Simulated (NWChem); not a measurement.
# Correlation energy of Se

```
Se
```
Charge 0, spin multiplicity 3.

The numbers come from NWChem runs, not from measurements.

Basis set: def2-TZVP. Each correlation energy counts from its own Hartree-Fock reference.

| method | correlation energy (mHa) |
|---|---|
| UMP2 | -213.4 |
| SCS-UMP2 | -198.4 |
| CCSD on UHF | -224.6 |
| CCSD[T] on UHF | -231.3 |
| CCSD(T) on UHF | -230.9 |
| CCSD on ROHF | -229.4 |
| CCSD[T] on ROHF | -236.5 |
| CCSD(T) on ROHF | -236.2 |

The values span 38.0 mHa, from CCSD[T] on ROHF (lowest) to SCS-UMP2 (highest). 

The Hamiltonian is non-relativistic. The correlated methods keep 9 core orbitals frozen. No SCF solution was tested for a lower state. Open-shell Hartree-Fock references start from PBE0 orbitals. Coupled-cluster values serve here as a point of comparison, not as the truth.
